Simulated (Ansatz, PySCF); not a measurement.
Reaction (SMILES): CB(C)F -> C[B]C + F atom (the B-F bond at the site shown breaks; other sites are not compared here)
Each molecule is optimised on its own at B3LYP-D3(BJ)/def2-TZVP (Ansatz, a quantum-chemistry and plane-wave program).

Property: bond dissociation energy (electronic energy difference), in kcal/mol. Cores are frozen in the correlated levels unless marked. Open shells are spin-unrestricted. Spin-orbit coupling is left out. Non-relativistic. CBS(X,Y): correlation extrapolated as X^-3; Hartree-Fock from the larger set. [CCSD(T)-MP2]/basis is that difference in the basis named.

RI-MP2/CBS(aug-cc-pVTZ,aug-cc-pVQZ)+[CCSD(T)-MP2]/aug-cc-pVTZ (Ansatz) gives 174.2 kcal/mol.

Problem. Another calculation gave 169.1 kcal/mol. Which level was it?
A. M06-2X/def2-TZVPD (PySCF)
B. revPBE/def2-TZVPD (Ansatz)
C. BLYP/def2-TZVPD (Ansatz)
D. SVWN5/def2-TZVPD (Ansatz)

Solution. C, BLYP/def2-TZVPD (Ansatz). The others give 164.7 (revPBE), 172.4 (M06-2X), 195.4 (SVWN5) kcal/mol.
